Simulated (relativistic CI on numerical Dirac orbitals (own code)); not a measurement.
Ir7+: 5p photoemission

Computed with this model: Dirac-Coulomb-Breit CI, orbitals from a KLI potential per configuration, model QED, valence Slater integrals scaled by 0.9, multiplet model of photoemission in the sudden approximation; configurations [Xe] 4f14 5d2 → [Kr] 4d10 4f14 5s2 5p5 5d2; 300 K; Lorentzian 1.05 eV and Gaussian 0.6 eV FWHM. Energies are those of the free ion, without screening or charge transfer. The energies are binding energies and can lie tens of eV above those of solids. S is read from ⟨S²⟩ = S(S + 1).

Field parameters in Wybourne normalisation: D4h B²₀ = −7Ds, B⁴₀ = 21(Dq − Dt), B⁴₄ = 21√(5/14) Dq; Td as Oh with Dq negative (B⁴₀ = 21Dq, B⁴₄ = √(5/14) B⁴₀). The field is a parameter set, without covalency.

Computed curve for D4h, 10Dq = 21950, Ds = -1330, Dt = 600 cm⁻¹, scaled to 100 at the maximum (points under 2 are left out and the grid is thinned):

| Energy (eV) | Intensity |
| --- | --- |
| 147.8 | 2.0 |
| 148.8 | 2.9 |
| 149.6 | 4.1 |
| 150.6 | 7.3 |
| 151.4 | 14.3 |
| 152.4 | 55.9 |
| 153.4 | 88.5 |
| 154.2 | 65.8 |
| 155.2 | 98.3 |
| 156.2 | 68.6 |
| 157.0 | 32.2 |
| 158.0 | 17.0 |
| 158.8 | 11.7 |
| 159.8 | 8.1 |
| 160.8 | 6.9 |
| 161.6 | 5.9 |
| 162.6 | 10.9 |
| 163.4 | 16.0 |
| 164.4 | 14.4 |
| 165.4 | 6.3 |
| 166.2 | 5.8 |
| 167.2 | 7.5 |
| 168.2 | 4.2 |
| 169.0 | 4.2 |
| 170.0 | 8.2 |
| 170.8 | 24.1 |
| 171.8 | 47.8 |
| 172.8 | 28.2 |
| 173.6 | 13.2 |
| 174.6 | 6.8 |
| 175.4 | 5.0 |
| 176.4 | 3.7 |
| 177.4 | 2.9 |
| 178.2 | 3.3 |
| 179.2 | 7.8 |
| 180.2 | 24.0 |
| 181.0 | 18.5 |
| 182.0 | 5.2 |
| 182.8 | 4.4 |
| 183.8 | 2.5 |

The ground state has S = 0.97, and the centroid lies at 160.94 eV.
